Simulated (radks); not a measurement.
Values are calculated unless marked as measured or tabulated.
Initial-state core-level shifts of neutral terbium when its valence configuration changes from [Xe] 4f9 6s2. Level of theory: scalar-relativistic Kohn-Sham, PBE, spin-polarised, spherical densities, finite nucleus; open shells are filled with parallel spins first (spin-orbit coupling, left out, can overturn this in heavy ions); Fermi nuclear charge, rms radius 5.06 fm (a radial shooting solver on a logarithmic mesh with Libxc functionals). Shifts are changes of the shell-averaged eigenvalues in eV (positive: less bound); the change of the density at the nucleus, which sets a Mossbauer isomer shift, is in e/bohr^3, on a base of 7.203e+05.

| valence | 1s | 3d | 4d | 5s | density at nucleus |
|---|---|---|---|---|---|
| 4f9 6s1 6p1 | -1.135 | -1.115 | -1.124 | -1.162 | -22.99 |
| 4f8.5 5d0.5 6s2 | -2.907 | -3.443 | -3.174 | -1.784 | +16.26 |
| 4f7 6s2 6p2 | -20.207 | -23.018 | -21.321 | -14.116 | +107.89 |
| 4f8 6s2 6p1 | -9.304 | -10.503 | -9.898 | -6.885 | +48.35 |
| 4f8.5 5d0.5 6s1 6p1 | -4.024 | -4.554 | -4.286 | -2.895 | -7.82 |
| 4f6 6s2 6p3 | -32.808 | -37.662 | -34.297 | -21.667 | +178.61 |
